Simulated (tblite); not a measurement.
Record of a relaxation.

C2H10SSi3.
Numbering: `[CH3:1][C:2](=[S:3])[SiH:4]([SiH3:5])[SiH3:6]` (hydrogens: H7, H8, H9 on C1; H10 on Si4; H11, H12, H13 on Si5; H14, H15, H16 on Si6)

Computed with GFN2-xTB (tblite), gas phase: L-BFGS steps from a force-field or distance-geometry start until the largest atomic force falls under 0.01 eV/Å. 5 of its 165 geometries are shown.

Step 0: E = -481.8038 eV, largest atomic force 11.635 eV/Å
```
atom  x, y, z in Å  |  force x, y, z in eV/Å
C1      2.236   -1.129    0.274    0.891  -0.650  -0.417
C2      0.761   -1.188    0.069    5.539   7.604  -2.094
S3      0.118   -2.438    0.466   -5.376  -9.865   3.027
Si4    -0.259    0.171   -0.616   -0.303   0.683  -1.184
Si5    -2.403   -0.437   -0.382   -0.927  -0.139  -0.090
Si6     0.011    2.115    0.413    0.050   1.435   0.709
H7      2.679   -1.480   -0.687   -0.014   0.490   0.484
H8      2.506   -1.918    1.012    0.052   0.715  -0.290
H9      2.640   -0.159    0.544    0.007   0.016  -0.057
H10     0.118    0.373   -2.005    0.287  -0.140  -0.398
H11    -2.869   -1.082   -1.604   -0.251  -0.029   0.034
H12    -2.471   -1.346    0.742   -0.353  -0.127   0.186
H13    -3.167    0.789   -0.081   -0.056  -0.231  -0.092
H14    -0.402    2.063    1.825    0.131   0.102  -0.140
H15     1.373    2.612    0.299    0.133   0.206   0.133
H16    -0.880    3.063   -0.283    0.190  -0.069   0.187
```

Step 41: E = -483.1378 eV, largest atomic force 0.082 eV/Å
```
atom  x, y, z in Å  |  force x, y, z in eV/Å
C1      2.252   -1.034    0.203   -0.008   0.020   0.001
C2      0.786   -1.274    0.170   -0.038   0.046   0.013
S3      0.166   -2.687    0.694   -0.008   0.013   0.034
Si4    -0.349    0.100   -0.523    0.004   0.065  -0.050
Si5    -2.586   -0.520   -0.471    0.059   0.002  -0.019
Si6     0.176    2.133    0.497   -0.007  -0.053  -0.023
H7      2.650   -1.167   -0.804    0.010  -0.034  -0.009
H8      2.757   -1.728    0.873    0.028  -0.040  -0.025
H9      2.468   -0.009    0.499    0.023   0.021   0.039
H10     0.170    0.154   -1.914   -0.017   0.021   0.032
H11    -2.998   -1.220   -1.687   -0.033  -0.033  -0.005
H12    -2.940   -1.335    0.684   -0.016  -0.038   0.021
H13    -3.381    0.710   -0.392   -0.016   0.014  -0.011
H14    -0.124    2.169    1.929    0.007  -0.035   0.012
H15     1.578    2.542    0.364    0.002   0.010  -0.003
H16    -0.632    3.175   -0.134    0.010   0.022  -0.006
```

Step 82: E = -483.1742 eV, largest atomic force 0.102 eV/Å
```
atom  x, y, z in Å  |  force x, y, z in eV/Å
C1      2.211   -1.061    0.099    0.001  -0.010   0.003
C2      0.739   -1.145    0.289   -0.066  -0.072   0.031
S3      0.091   -2.265    1.286    0.057   0.045  -0.018
Si4    -0.365    0.153   -0.563    0.019   0.002   0.042
Si5    -2.572   -0.572   -0.566   -0.024  -0.009   0.015
Si6     0.199    2.128    0.538   -0.005  -0.006   0.000
H7      2.448   -0.956   -0.958    0.016   0.003  -0.022
H8      2.722   -1.929    0.507    0.014  -0.041   0.023
H9      2.578   -0.168    0.607    0.026   0.012  -0.004
H10     0.251    0.202   -1.907   -0.038   0.002  -0.053
H11    -2.872   -1.428   -1.716   -0.008  -0.004  -0.003
H12    -2.940   -1.295    0.648    0.014   0.002  -0.023
H13    -3.460    0.594   -0.647    0.025   0.014  -0.028
H14    -0.012    2.000    1.981    0.007   0.039   0.005
H15     1.601    2.522    0.347   -0.040   0.002   0.012
H16    -0.627    3.229    0.043    0.001   0.021   0.021
```

Step 123: E = -483.1980 eV, largest atomic force 0.050 eV/Å
```
atom  x, y, z in Å  |  force x, y, z in eV/Å
C1      2.161   -1.408   -0.108   -0.002  -0.003  -0.018
C2      0.848   -0.972    0.436   -0.038   0.029   0.013
S3      0.355   -1.495    1.906   -0.016  -0.023  -0.002
Si4    -0.247    0.285   -0.478   -0.002  -0.010  -0.029
Si5    -2.407   -0.564   -0.665    0.018  -0.018  -0.002
Si6    -0.002    2.282    0.693   -0.013   0.015   0.016
H7      2.155   -1.428   -1.196   -0.028  -0.005   0.018
H8      2.448   -2.383    0.284    0.006   0.007   0.003
H9      2.917   -0.687    0.208    0.012   0.009  -0.019
H10     0.393    0.364   -1.811    0.020   0.014  -0.002
H11    -2.513   -1.592   -1.703   -0.007  -0.028   0.006
H12    -2.890   -1.131    0.591    0.004  -0.009  -0.011
H13    -3.326    0.511   -1.053    0.026   0.019   0.013
H14    -0.135    2.041    2.129    0.009   0.034   0.009
H15     1.279    2.959    0.472    0.018  -0.018   0.002
H16    -1.045    3.226    0.285   -0.008  -0.013   0.002
```

Step 164: E = -483.2172 eV, largest atomic force 0.009 eV/Å
```
atom  x, y, z in Å  |  force x, y, z in eV/Å
C1      2.065   -1.497   -0.175   -0.005   0.001   0.006
C2      0.858   -0.927    0.477   -0.002   0.001   0.003
S3      0.417   -1.405    1.977    0.004   0.007  -0.005
Si4    -0.202    0.369   -0.419    0.007  -0.001   0.000
Si5    -2.307   -0.581   -0.715   -0.003   0.001  -0.002
Si6    -0.030    2.346    0.800    0.000  -0.002  -0.001
H7      1.785   -1.952   -1.125    0.003  -0.003  -0.002
H8      2.551   -2.240    0.455    0.005  -0.001  -0.003
H9      2.771   -0.696   -0.399   -0.006   0.001   0.000
H10     0.493    0.507   -1.722   -0.001  -0.001   0.003
H11    -2.313   -1.665   -1.702   -0.002   0.003   0.001
H12    -2.841   -1.121    0.533   -0.001   0.001  -0.002
H13    -3.234    0.447   -1.198    0.004  -0.003   0.002
H14    -0.147    2.118    2.238    0.000  -0.001   0.000
H15     1.234    3.052    0.569   -0.001  -0.003   0.001
H16    -1.106    3.255    0.394   -0.002  -0.001   0.000
```

Question: Summarise the path.

Answer: The energy falls by 32.59 kcal/mol from step 0 to step 164; nine tenths of that is first reached at step 16. It rises by more than 0.2 meV at step 92. The largest force goes from 11.635 to 0.009 eV/Å. Among the bonds C2=S3 changes most, from 1.460 to 1.635 Å; the atoms move by 0.823 Å rms after alignment.

The cost below is that of the whole relaxation. Time: 1.3 s. Hardware: Arm Neoverse V2, one thread, no GPU, shared host.
